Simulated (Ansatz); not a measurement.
This geometry of CH5BFN + ClH (11 atoms, charge 0, multiplicity 1) is a first-order saddle point.

Level of theory: RHF/6-31G* in Ansatz 0.2.0.

```xyz
11
Properties=species:S:1:pos:R:3
B 0.025 -0.107 0.138
N -0.014 0.183 1.638
H -0.807 -0.210 2.119
H 0.834 -0.018 2.141
C 1.357 -0.085 -0.666
H 1.817 -1.073 -0.639
H 1.166 0.157 -1.705
H 2.066 0.633 -0.273
F -1.130 -0.490 -0.330
Cl -0.246 2.914 0.745
H -0.128 1.257 1.604
```

Which two structures does it join? (They come from a converged band through this point; their orientation in space is the band's.)

Bonds broken: Cl10–H11. Bonds formed: B1–Cl10, N2–H11. CH5BFN + ClH becomes CH6BClFN.

Image 0:

```xyz
11
Properties=species:S:1:pos:R:3
B 0.125 -0.385 0.139
N 0.054 -0.047 1.507
H -0.745 -0.293 2.051
H 0.873 0.110 2.050
C 1.430 -0.263 -0.737
H 1.718 -1.243 -1.114
H 1.244 0.359 -1.610
H 2.280 0.152 -0.203
F -1.004 -0.806 -0.431
Cl -0.610 3.415 1.632
H -0.423 2.163 1.485
```

Image 10:

```xyz
11
Properties=species:S:1:pos:R:3
B 0.014 0.612 0.085
N -0.014 0.183 1.702
H -0.060 -0.817 1.803
H 0.793 0.520 2.197
C 1.309 -0.022 -0.601
H 1.283 -1.112 -0.574
H 1.352 0.266 -1.647
H 2.241 0.302 -0.143
F -1.191 0.153 -0.365
Cl 0.046 2.498 0.179
H -0.832 0.579 2.135
```

How far does it lie above each of them?

0.72 eV above the first and 1.10 eV above the second. This is the barrier of this one path; another mechanism may lie lower. The orbitals stay closed-shell, which can raise the energy where a bond breaks towards radicals; this wasn't checked here.

Run time: 6 min on 1 thread of AMD EPYC 7R43 64-Core Processor (Zen 3), with other jobs on the host, peak memory 0.2 GiB.
